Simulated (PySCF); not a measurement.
C4H9FSi, SMILES [SiH3][C@]1([C@H](C1)C)F.

The structure is a stationary point at PBE0-D3(BJ)/def2-SVP. The structure was generated by enumeration; whether it is a known compound was not checked.

The numbers are results of PBE0-D3(BJ)/def2-SVP in PySCF, not measurements.

Frequencies are harmonic and unscaled.

Computed normal modes with their intensities:
```csv
mode,ν (cm⁻¹),IR (km/mol),moving atoms (share of kinetic energy)
1,112,0.1,"H 76 %, C 14 %, Si 8 %"
2,153,0.1,"H 58 %, C 27 %, Si 10 %"
3,195,0.2,"H 35 %, C 31 %, Si 19 %, F 15 %"
4,207,0.2,"H 80 %, C 12 %"
5,268,1.7,"C 36 %, F 35 %, H 24 %"
6,327,5.8,"C 32 %, F 28 %, H 26 %, Si 14 %"
7,389,5.0,"C 44 %, H 30 %, F 14 %, Si 12 %"
8,453,2.5,"C 46 %, H 41 %, F 11 %"
9,550,2.0,"C 34 %, Si 25 %, F 21 %, H 21 %"
10,640,36.4,"H 78 %, Si 13 %"
11,662,40.6,"H 72 %, C 17 %, Si 10 %"
12,820,3.9,"H 57 %, C 42 %"
13,862,22.4,"H 57 %, C 33 %, F 9 %"
14,909,63.7,"H 67 %, C 23 %, F 9 %"
15,917,171.4,H 85 %
16,936,35.5,"H 84 %, C 12 %"
17,946,39.1,H 96 %
18,955,12.4,"H 56 %, C 43 %"
19,1015,10.4,"H 56 %, C 41 %"
20,1040,12.1,"H 75 %, C 24 %"
21,1115,3.4,"C 55 %, H 42 %"
22,1118,7.0,"C 52 %, H 48 %"
23,1186,6.6,"C 50 %, H 48 %"
24,1223,44.5,"C 56 %, H 33 %, F 10 %"
25,1285,2.5,"H 49 %, C 49 %"
26,1377,4.1,"H 80 %, C 20 %"
27,1414,2.5,"H 72 %, C 28 %"
28,1461,11.5,"H 89 %, C 11 %"
29,1464,9.6,H 94 %
30,1496,2.5,"C 57 %, H 43 %"
31,2236,58.3,H 98 %
32,2243,107.8,H 96 %
33,2250,104.7,H 96 %
34,3055,21.5,H 97 %
35,3144,5.3,H 95 %
36,3146,10.2,"H 91 %, C 9 %"
37,3151,9.5,"H 91 %, C 9 %"
38,3172,6.4,"H 92 %, C 8 %"
39,3249,0.8,"H 89 %, C 11 %"
```
